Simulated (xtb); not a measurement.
ClCu, charge -1, doublet, from a rough starting geometry (GFN-xTB shapes and energies of metal compounds can be far from the true ones) (the multiplicity is a formal guess); GFN2-xTB (xtb).

The xtb input:
```
$ xtb mol.xyz --gfn 2 --chrg -1 --uhf 1 --opt vtight --json

# file mol.xyz
2

Cu    -0.66078834    -0.55326830    -0.58230793
Cl     0.67933002     0.57936643     0.56727109
```

Q: Write the output that xtb gives for this input, abridged.

A: 
```
   ID    Z sym.   atoms
    1   29 Cu     1
    2   17 Cl     2

           -------------------------------------------------
          |                Calculation Setup                |
           -------------------------------------------------

           -------------------------------------------------
          |                 G F N 2 - x T B                 |
           -------------------------------------------------

          ...................................................
          :                      SETUP                      :
          :.................................................:
          :  # basis functions                  20          :
          :  # atomic orbitals                  18          :
          :  # shells                            6          :
          :  # electrons                        19          :
          :  max. iterations                   250          :
          :  Hamiltonian                  GFN2-xTB          :
          :  restarted?                      false          :
          :  GBSA solvation                  false          :
          :  PC potential                    false          :
          :  electronic temp.          300.0000000     K    :
          :  accuracy                    1.0000000          :
          :  -> integral cutoff          0.2500000E+02      :
          :  -> integral neglect         0.1000000E-07      :
          :  -> SCF convergence          0.1000000E-05 Eh   :
          :  -> wf. convergence          0.1000000E-03 e    :
          :  Broyden damping             0.4000000          :
          :  net charge                         -1          :
          :  unpaired electrons                  1          :
          ...................................................

 iter      E             dE          RMSdq      gap      omega  full diag
   1     -8.5644907 -0.856449E+01  0.946E+00    3.73       0.0  T
   2     -8.5671916 -0.270092E-02  0.667E+00    4.00       1.0  T
   3     -8.5711726 -0.398093E-02  0.262E+00    4.58       1.0  T
   4     -8.5730718 -0.189925E-02  0.221E+00    4.90       1.0  T
   5     -8.5755731 -0.250127E-02  0.144E+00    5.34       1.0  T
   6     -8.5763075 -0.734424E-03  0.826E-01    5.44       1.0  T
   7     -8.5768018 -0.494319E-03  0.456E-01    5.48       1.0  T
   8     -8.5767580  0.438479E-04  0.540E-01    5.41       1.0  T
   9     -8.5761754  0.582560E-03  0.263E+00    5.57       1.0  T
  10     -8.5767050 -0.529640E-03  0.100E+00    5.51       1.0  T
  11     -8.5767219 -0.168871E-04  0.894E-01    5.50       1.0  T
  12     -8.5767562 -0.342448E-04  0.695E-01    5.49       1.0  T
  13     -8.5768070 -0.507727E-04  0.270E-01    5.47       1.0  T
  14     -8.5768155 -0.857154E-05  0.106E-01    5.46       1.0  T
  15     -8.5768168 -0.129773E-05  0.475E-02    5.46       1.5  T
  16     -8.5768171 -0.312857E-06  0.111E-02    5.45       6.4  T
  17     -8.5768172 -0.177021E-07  0.986E-04    5.45      71.7  T
  18     -8.5768172 -0.157657E-09  0.241E-04    5.45     293.7  T

   *** convergence criteria satisfied after 18 iterations ***

         :::::::::::::::::::::::::::::::::::::::::::::::::::::
         ::                     SUMMARY                     ::
         :::::::::::::::::::::::::::::::::::::::::::::::::::::
         :: total energy              -8.574651683208 Eh    ::
         :: gradient norm              0.004591720848 Eh/a0 ::
         :: HOMO-LUMO gap              5.453741267089 eV    ::
         ::.................................................::
         :: SCC energy                -8.576817152333 Eh    ::
         :: -> isotropic ES            0.093632152816 Eh    ::
         :: -> anisotropic ES         -0.012303027469 Eh    ::
         :: -> anisotropic XC         -0.073607650083 Eh    ::
         :: -> dispersion             -0.000737876705 Eh    ::
         :: repulsion energy           0.002165469126 Eh    ::
[...]
 * total energy  :    -8.5746517 Eh     change       -0.7824852E-11 Eh
 * total energy  :    -8.5747198 Eh     change       -0.6807273E-04 Eh
 * total energy  :    -8.5747662 Eh     change       -0.4648480E-04 Eh
 * total energy  :    -8.5747664 Eh     change       -0.1811150E-06 Eh
 * total energy  :    -8.5747665 Eh     change       -0.4165243E-07 Eh
   *** GEOMETRY OPTIMIZATION CONVERGED AFTER 5 ITERATIONS ***
         :: total energy              -8.574766463513 Eh    ::
[...]
         :: -> anisotropic XC         -0.070863855542 Eh    ::
         :: -> dispersion             -0.000738717983 Eh    ::
         :: repulsion energy           0.001619032891 Eh    ::
         :: add. restraining           0.000000000000 Eh    ::
         :: total charge              -0.999999999980 e     ::
         :::::::::::::::::::::::::::::::::::::::::::::::::::::

           -------------------------------------------------
          |                Property Printout                |
           -------------------------------------------------

    * Orbital Energies and Occupations

         #    Occupation            Energy/Eh            Energy/eV
      -------------------------------------------------------------
         1        2.0000           -0.8593197             -23.3833
         2        2.0000           -0.2547761              -6.9328
         3        2.0000           -0.2252570              -6.1296
         4        2.0000           -0.2252570              -6.1296
         5        2.0000           -0.1700740              -4.6279
         6        2.0000           -0.1484453              -4.0394
         7        2.0000           -0.1484453              -4.0394
         8        2.0000           -0.1225273              -3.3341
         9        2.0000           -0.1225273              -3.3341
        10        1.0000           -0.1005065              -2.7349 (HOMO)
        11                          0.0985576               2.6819 (LUMO)
        12                          0.0985577               2.6819
        13                          0.2545021               6.9254
        14                          0.2613819               7.1126
        15                          0.2613819               7.1126
        16                          0.2674930               7.2789
        17                          0.2674930               7.2789
        18                          0.5099143              13.8755
      -------------------------------------------------------------
                  HL-Gap            0.1990641 Eh            5.4168 eV
             Fermi-level           -0.0560810 Eh           -1.5260 eV

     #   Z          covCN         q      C6AA      α(0)
     1  29 Cu       0.793    -0.382   159.854    29.039
     2  17 Cl       0.793    -0.618   119.993    16.757

 Mol. C6AA /au·bohr⁶  :        541.992708
 Mol. C8AA /au·bohr⁸  :      33430.533084
 Mol. α(0) /au        :         45.796291

Wiberg/Mayer (AO) data.
largest (>0.10) Wiberg bond orders for each atom

 ---------------------------------------------------------------------------
     #   Z sym  total        # sym  WBO       # sym  WBO       # sym  WBO
 ---------------------------------------------------------------------------
     1  29 Cu   0.692 --     2 Cl   0.692
     2  17 Cl   0.692 --     1 Cu   0.692
 ---------------------------------------------------------------------------

Topologies differ in total number of bonds
Writing topology from bond orders to xtbtopo.mol

molecular dipole:
                 x           y           z       tot (Debye)
 q only:       -0.322      -0.282      -0.247
   full:        1.281       1.073       1.128       5.123
molecular quadrupole (traceless):
                xx          xy          yy          xz          yz          zz
 q only:       -0.465      -2.126       0.244      -2.139      -1.812       0.221
  q+dip:       -1.552      -7.240       0.933      -7.424      -6.258       0.619
   full:       -1.809      -8.422       1.077      -8.624      -7.272       0.732

optimized geometry written to: xtbopt.xyz

           -------------------------------------------------
          | TOTAL ENERGY               -8.574766463513 Eh   |
          | GRADIENT NORM               0.000000012980 Eh/α |
          | HOMO-LUMO GAP               5.416809557381 eV   |
           -------------------------------------------------

normal termination of xtb
```
